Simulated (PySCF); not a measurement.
# From computed data to an observable: oscillator strength and radiative lifetime

Al(H)(F)(OH) (AlFH2O), SMILES [OH][AlH][F].

Geometry: PBE-D3(BJ)/def2-TZVP. Other conformers were not sampled.

PySCF with TDA-PBE0/def2-SVPD puts the first singlet state with f over 0.02 at 7.79 eV (vertical), with the transition dipole (0.000, 0.000, -0.651) in atomic units.

Find the oscillator strength, the wavelength and the radiative lifetime that this transition would have in vacuum if emission retraced absorption.


|μ|² = 0.4238 au, so |μ| = 1.65 D. ΔE = 7.79/27.211 = 0.2863 hartree. f = (2/3) ΔE |μ|² = 0.081 (the program prints 0.081).
λ = 1239.84/7.79 = 159 nm; ν = 62831 cm⁻¹.
Einstein's coefficient A = 0.6670 ν² f s⁻¹ (ν in cm⁻¹) = 2.1e8 s⁻¹, so τ = 1/A = 4.7 ns. This state is S2; the lower singlet has f = 0.015. The figure is the radiative limit of this one transition; relaxation, internal conversion, crossing to triplets and a medium change what is measured.
